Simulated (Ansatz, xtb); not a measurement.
## Ranking isomers of H8N2Si2

3 gas-phase structures of H8N2Si2, from a drawn sample of its isomers (lower ones may exist). Each was relaxed with GFN2-xTB; where two conformers were screened, the lower at r2SCAN-D4/def2-SVP is listed:

A. `NN([SiH3])[SiH3]`, a singlet
B. `N[SiH2]N[SiH3]`, a singlet
C. `N[SiH](N)[SiH3]`, a singlet

Question: Estimate their order in r2SCAN-D4/def2-SVP energy at these geometries, lowest first.

Answer: Calculated order at r2SCAN-D4/def2-SVP: B (0.000), C (0.559), A (2.504) eV.

Energies above the lowest of each column, in eV; the last columns are at PBE0-D4/def2-SVP geometries:

```json
{"structure": "B", "GFN2-xTB": "0.000", "HF/STO-3G": "0.000", "r2SCAN-D4/def2-SVP": "0.000", "PBE0-D4/def2-SVP": "0.000", "CCSD(T)/def2-SVP + ΔMP2/def2-TZVPP": "0.000"}
{"structure": "C", "GFN2-xTB": "1.255", "HF/STO-3G": "0.503", "r2SCAN-D4/def2-SVP": "0.559", "PBE0-D4/def2-SVP": "0.492", "CCSD(T)/def2-SVP + ΔMP2/def2-TZVPP": "0.676"}
{"structure": "A", "GFN2-xTB": "1.578", "HF/STO-3G": "1.701", "r2SCAN-D4/def2-SVP": "2.504", "PBE0-D4/def2-SVP": "2.223", "CCSD(T)/def2-SVP + ΔMP2/def2-TZVPP": "2.519"}
```

Every level run on B puts it lowest or level with the lowest. Some further structures that were screened fall inside this span and aren't listed. Flexible structures stand in one conformer each, not always the lowest. The ΔMP2 step shifts differences by up to 0.332 eV, which makes them less sure. ΔMP2 is the change of the MP2 energy from the smaller to the larger basis.

Programs: Ansatz 0.2.0, xtb 6.7.1.
